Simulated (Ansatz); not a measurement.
Isolated molecules relaxed with PBE0-D4/def2-TZVP in Ansatz; ΔE leaves out vibrations. CCSD(T)/CBS is the MP2 limit (def2-TZVPP, def2-QZVPP) plus CCSD(T) − MP2 in def2-TZVPP, frozen cores. This one scheme is used for every species. Functionals use def2-TZVPP. B3LYP here is the variant with VWN-RPA as its local correlation; programs differ in this. One conformer a species, not always the lowest.

`BC1=CC1` + `CC(O)F` → `BOC(C)F` + `C1=CC1`  (ligand exchange at a B–C bond)

Question: Is it downhill or uphill in electronic energy at CCSD(T)/CBS, and by how much? (Estimate.)

Answer: The calculation gave: Downhill: ΔE = -75.4 kJ/mol.

Question: What do these levels give: B3LYP-D4, B2PLYP, PBE, r2SCAN, B3LYP, HF/def2-TZVPP, MP2/def2-TZVPP, SCS-MP2/def2-TZVPP, CCSD(T)/def2-TZVPP, SCS-MP2/def2-QZVPP, MP2/CBS(def2), CCSD/CBS(def2)? (Estimate.)

Answer: Computed: B3LYP-D4 -83.4, B2PLYP -81.5, PBE -61.5, r2SCAN -64.4, B3LYP -85.1, HF/def2-TZVPP -114.8, MP2/def2-TZVPP -68.9, SCS-MP2/def2-TZVPP -79.7, CCSD(T)/def2-TZVPP -77.2, SCS-MP2/def2-QZVPP -79.2, MP2/CBS(def2) -67.2, CCSD/CBS(def2) -82.3 kJ/mol.

Largest T1 diagnostic among the species: 0.013.

From PBE to PBE0 (25 % exact exchange), in def2-TZVPP and without D4, ΔE moves by −6.4 kJ/mol. In def2-TZVPP, CCSD(T) changes the Hartree–Fock value by +37.6 kJ/mol (the triples alone add +6.8 kJ/mol) and MP2 by +45.9 kJ/mol.
